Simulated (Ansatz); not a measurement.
Geometry optimisation, RKS LDA/def2-SVP (Ansatz).

The input (input.yaml):

```yaml
crystal:
  periodic: [false, false, false]
  atoms:
    - { symbol: W, position_ang: [0.359587, -0.007831, -0.39559] }
    - { symbol: O, position_ang: [0.469761, -0.127712, 2.722363] }
    - { symbol: H, position_ang: [-0.470206, -0.399237, 2.661502] }
    - { symbol: F, position_ang: [2.148092, -0.298083, -0.02836] }
    - { symbol: H, position_ang: [-0.315294, 1.438242, -0.940834] }
    - { symbol: H, position_ang: [-0.984269, 0.448758, 0.541123] }
    - { symbol: H, position_ang: [-0.730528, -1.23017, 0.082469] }
    - { symbol: H, position_ang: [0.190385, 0.152856, -2.085281] }
    - { symbol: H, position_ang: [0.460366, 1.391639, 0.570101] }
    - { symbol: H, position_ang: [0.431207, 0.78634, 2.331607] }
basis:
  gaussian: { orbitals: def2-SVP }
hamiltonian:
  xc: lda
relax:
  f_tol: 0.03
  max_steps: 50
```

Run as:

```bash
$ ansatz run input.yaml --threads 2 --pin off --max-ram 3072MiB --backend cpu --events-out ev --progress --plain --runs-dir out
```

Task: Where does it end, and by what steps?

Result: It converged. After 18 steps the energy has fallen by 0.935 eV; H10 moved furthest, 1.23 Å. Joined: W1–O2 (3.12 → 2.32 Å).

| step | energy less start (eV) | largest force component (eV/Å) | accepted |
| --- | --- | --- | --- |
| 0 | 0.0000 | 0.767 | yes |
| 1 | -0.1208 | 1.102 | yes |
| 2 | -0.2469 | 1.362 | yes |
| 3 | -0.4450 | 1.590 | yes |
| 4 | -0.5444 | 0.543 | yes |
| 5 | -0.6561 | 0.600 | yes |
| 6 | -0.7411 | 0.875 | yes |
| 7 | -0.7816 | 1.168 | yes |
| 8 | -0.8495 | 0.482 | yes |
| 9 | -0.8801 | 0.367 | yes |
| 10 | -0.8889 | 0.533 | yes |
| 11 | -0.8999 | 0.600 | yes |
| 12 | -0.9129 | 0.390 | yes |
| 13 | -0.9248 | 0.286 | yes |
| 14 | -0.9267 | 0.161 | yes |
| 15 | -0.9314 | 0.300 | yes |
| 16 | -0.9344 | 0.089 | yes |
| 17 | -0.9350 | 0.046 | yes |
| 18 | -0.9352 | 0.011 | yes |

```xyz
10
Properties=species:S:1:pos:R:3
W 0.238 0.262 -0.092
O 0.359 -0.254 2.163
H -0.284 0.185 2.753
F 1.988 -0.050 0.441
H 0.292 1.387 -1.364
H -1.253 0.262 0.726
H -0.772 -1.078 -0.293
H 0.109 -0.231 -1.715
H -0.383 1.776 0.335
H 1.267 -0.105 2.504
```

Whether the end is a true minimum wasn't checked by a vibrational analysis.

Run time: 10 s on 2 threads of AMD EPYC 9R45 (Zen 5), with other jobs on the host, peak memory 0.15 GiB.
